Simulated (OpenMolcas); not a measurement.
Computed levels of 5d² in ions with 70 electrons, in cm-1 above ³F₂.

| Property | Result |
| --- | --- |
| Program | OpenMolcas 26.06 |
| Method | CASSCF |
| Basis | ANO-RCC-VTZP |
| Scalar Hamiltonian | DKH2, point nucleus |
| Spin-orbit coupling | state interaction with AMFI integrals over the reference wave functions, term energies averaged over their components |

Active space for each ion: 2 electrons in 5 orbitals (5d).

```json
{"Level": "³F₃", "Hf2+": "3039", "Ta3+": "4479", "W4+": "6174", "Re5+": "8014", "Ir7+": "12769"}
{"Level": "³F₄", "Hf2+": "6081", "Ta3+": "8741", "W4+": "11718", "Re5+": "14842", "Ir7+": "22400"}
{"Level": "³P₀", "Hf2+": "11033", "Ta3+": "13155", "W4+": "14841", "Re5+": "16502", "Ir7+": "19731"}
{"Level": "³P₁", "Hf2+": "12529", "Ta3+": "15482", "W4+": "18236", "Re5+": "21110", "Ir7+": "27724"}
{"Level": "³P₂", "Hf2+": "15879", "Ta3+": "20485", "W4+": "25141", "Re5+": "30063", "Ir7+": "41867"}
{"Level": "¹G₄", "Hf2+": "16768", "Ta3+": "20922", "W4+": "24847", "Re5+": "29026", "Ir7+": "39010"}
{"Level": "¹S₀", "Hf2+": "36127", "Ta3+": "43854", "W4+": "50386", "Re5+": "57173", "Ir7+": "72014"}
```

Question: Estimate ³F₄, ³P₀, ³P₁ for Os6+ from its neighbours Re5+ and Ir7+.

Answer: ³F₄ is fine structure, which grows about as the fourth power of a screened charge, so the fourth roots are averaged: ((14842^0.25 + 22400^0.25) / 2)^4 = 18330. The calculation gives 18523, so the estimate is off by -1.0 %.
³P₀ is another term, which grows about linearly with the charge: (16502 + 19731) / 2 = 18116. The calculation gives 17989, so the estimate is off by +0.7 %; the measured value is 15837 (van het Hof, Joshi, Wyart and Sugar, J. Res. Natl. Inst. Stand. Technol. 100, 687 (1995)).
³P₁ is another term, which grows about linearly with the charge: (21110 + 27724) / 2 = 24417. The calculation gives 24217, so the estimate is off by +0.8 %; the measured value is 22098 (van het Hof, Joshi, Wyart and Sugar, J. Res. Natl. Inst. Stand. Technol. 100, 687 (1995)).

Mixed levels, with the weight of the term that names them: Hf2+ ³P₂ (66 %), Ta3+ ³P₂ (62 %), W4+ ³P₂ (60 %), Re5+ ³P₂ (58 %), Os6+ ³P₂ (56 %), Ir7+ ³P₂ (55 %).

Without dynamic correlation excited terms often stand tens of per cent too high (terms of higher spin than the ground term too low), and those without a measured partner can miss by more than the paired ones. Terms from blocks run as CI alone lack orbitals of their own. Configurations with an s electron lie low in 5d ions of this charge, fall among these levels and mix in, so low-spin terms can stand far too high, up to twice their true height, and weights are not those of the real levels (holds for Hf2+). Computed and measured levels are paired by configuration, term and J; levels that our copy of the source lacks, or whose pairing is in doubt (as where it misses far off the trend of its configuration), stay unpaired and out of the deviations. Only configurations of the active space appear.
